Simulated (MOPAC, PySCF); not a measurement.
C2H7B, SMILES `B(C)C`, neutral singlet in the gas phase. 

Cartesian coordinates (Å):
SMILES: CBC
```xyz
10

C     -1.3285    -0.0595    -0.3808
B     -0.0872    -0.0547     0.5642
C      1.3800     0.0892     0.0540
H     -1.6396    -1.1128    -0.4659
H     -1.1368     0.2966    -1.3950
H     -2.1956     0.4606     0.0336
H     -0.2711    -0.1643     1.7443
H      1.6632     1.1363     0.2455
H      2.1013    -0.5088     0.6159
H      1.5143    -0.0826    -1.0159
```
Charge 0, multiplicity 1.

All levels are single points at this geometry (B3LYP-D3(BJ)/def2-TZVP); Pople sets use spherical d functions. Orbital energies aren't observables, and empty levels follow the basis.

PM3 in MOPAC gives dipole (D) = 0.54.

Task: Estimate the dipole (D) from each of these levels: B3LYP-D3(BJ)/def2-TZVP in PySCF; B3LYP/3-21G in PySCF; B3LYP/6-311+G** in PySCF; B3LYP/6-31G* in PySCF; M06-2X/6-31G* in PySCF; SVWN5/6-31G* in PySCF; HF/3-21G in PySCF; HF/6-31G* in PySCF; HF/STO-3G in PySCF; AM1 in MOPAC; PM6 in MOPAC; PM7 in MOPAC.

Result: 
```json
[
 {"level": "B3LYP-D3(BJ)/def2-TZVP in PySCF", "dipole (D)": "0.41"},
 {"level": "B3LYP/3-21G in PySCF", "dipole (D)": "0.45"},
 {"level": "B3LYP/6-311+G** in PySCF", "dipole (D)": "0.38"},
 {"level": "B3LYP/6-31G* in PySCF", "dipole (D)": "0.43"},
 {"level": "M06-2X/6-31G* in PySCF", "dipole (D)": "0.38"},
 {"level": "SVWN5/6-31G* in PySCF", "dipole (D)": "0.53"},
 {"level": "HF/3-21G in PySCF", "dipole (D)": "0.33"},
 {"level": "HF/6-31G* in PySCF", "dipole (D)": "0.32"},
 {"level": "HF/STO-3G in PySCF", "dipole (D)": "0.22"},
 {"level": "AM1 in MOPAC", "dipole (D)": "0.33"},
 {"level": "PM6 in MOPAC", "dipole (D)": "0.25"},
 {"level": "PM7 in MOPAC", "dipole (D)": "0.12"}
]
```
